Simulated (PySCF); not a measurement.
SiHMe2(pyrrolidide), C6H15NSi.
Bonds: Si1–C3, Si1–C7, Si1–N11, N11–C12, N11–C15, C12–C13, C13–C14, C14–C15. Hydrogens: H2 on Si1; H4, H5, H6 on C3; H8, H9, H10 on C7; H16, H17 on C12; H18, H19 on C13; H20, H21 on C14; H22, H23 on C15.

Lines to be assigned: C 1s: 289.80 (area 2), 290.42 (area 2), 291.07 (area 2) eV; N 1s: 403.58 eV; Si 1s: 1845.88 eV; Si 2p3/2: 105.98 eV.

Method used: PySCF 2.14.0, delta-SCF UKS SCAN, pcX-2 on the ionised atom, pcseg-1 elsewhere, spin-free X2C. Geometry: PBE0-D3(BJ)/def2-SVP, one conformer, isolated molecule.

Q: Order the carbon atoms by C 1s binding energy.

A: 289.80 eV: C3/C7 (carbon bonded to Si and 3 H); 290.42 eV: C13/C14 (carbon bonded to 2 C and 2 H); 291.07 eV: C12/C15 (carbon bonded to C, N and 2 H). The listed C 1s values span 1.27 eV, from C3/C7 (bonded to 3 H and Si) to C12/C15 (bonded to N, C and 2 H).

Bonded neighbours of each site: Si1: N, 2 C and H; C3/C7: 3 H and Si; N11: 2 C and Si; C12/C15: N, C and 2 H; C13/C14: 2 C and 2 H.

Q: Express the binding energy of C 1s of C12/C15 in atomic units and per mole.

A: 291.07 eV = 10.6966 Eh = 28084 kJ/mol.

One atom of each set of topologically equivalent atoms was ionised and stands for the set; in this conformer not all members are related by symmetry, and their own values weren't computed. Spin–orbit and ligand-field terms were added within each 2p shell after the spin-free SCF. 2p1/2 minus 2p3/2 (ligand field included): Si 0.62 eV.
